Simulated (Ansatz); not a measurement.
Gas-phase reaction 2 R1 → P1, each structure at its B3LYP-D3(BJ)/def2-SVP stationary point, reached from a drawn start (curvature not checked).
P1: C12H12 (SMILES C12C3C4C1C1C4C4C5C3C2C5C14), charge 0, multiplicity 1.
R1: C6H6 (SMILES c1ccccc1), charge 0, multiplicity 1.

P less R. No zero-point or thermal terms.

The values were computed with Ansatz (a quantum-chemistry and plane-wave program) with Gaussian orbitals. Each number belongs to the level named beside it.

One of these levels gives 125.45 kcal/mol for the reaction energy. Which one is it?
A. r2SCAN/def2-TZVPP
B. HF/cc-pVDZ
C. PBE0/def2-TZVPP

A, r2SCAN/def2-TZVPP. The others give 137.38 (HF/cc-pVDZ), 108.18 (PBE0/def2-TZVPP)
